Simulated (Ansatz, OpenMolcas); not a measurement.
## A ladder of methods for SnNH2F (SMILES [NH2][Sn][F])

The species is SnNH2F (5 atoms), meant as a singlet with charge 0. As SMILES, `[NH2][Sn][F]`. The coordinates come from a PBE0-D4/def2-TZVP relaxation. This is one conformer, not always the lowest.

```xyz
5

N    -0.3029    0.4955   -0.3933
Sn    0.3389   -0.0537    1.4232
F     0.9669   -1.7759    0.7543
H    -0.7468    1.3693   -0.6291
H    -0.2062   -0.1089   -1.1966
```

Quantity: the electronic atomisation energy, in eV. The values are calculated. Electronic energies at fixed atoms, without zero-point motion or spin-orbit coupling.

```csv
level,kind,program,value (eV),less CCSD(T)/def2-SVP,CPU time (all runs)
SVWN5/def2-SVP (core potential),LDA,OpenMolcas,19.16,+4.38,39 s
revPBE/def2-SVP (core potential),GGA,Ansatz,15.99,+1.21,7.2 s
M06-L/def2-SVP (core potential),meta-GGA,OpenMolcas,16.44,+1.66,57 s
B3LYP/def2-SVP (core potential),global hybrid,Ansatz,16.15,+1.37,8.4 s
HSE06/def2-SVP (core potential),range-separated hybrid,Ansatz,15.91,+1.13,11 s
wB97X/def2-SVP (core potential),range-separated hybrid,Ansatz,16.36,+1.58,29 s
BCCD(T)/def2-SVP (core potential),coupled cluster or CI,Ansatz,14.79,+0.01,14 s
CCSD(T)/def2-SVP (core potential),coupled cluster or CI,Ansatz,14.78,0.00,11 s
```

Differences are taken from CCSD(T)/def2-SVP (core potential) for orientation; it has basis-set and higher-order errors of its own. Correlated wave functions underbind in double-zeta sets. The values span 14.78 to 19.16 eV. In the correlated wave-function rows the outer d shell of Sn is correlated, in sets not made for it. In so small a basis fixed costs decide the times, and correlated methods can beat functionals. Times are those of the runs behind each value, whatever else they computed, on shared processors of several kinds: orders of magnitude only.
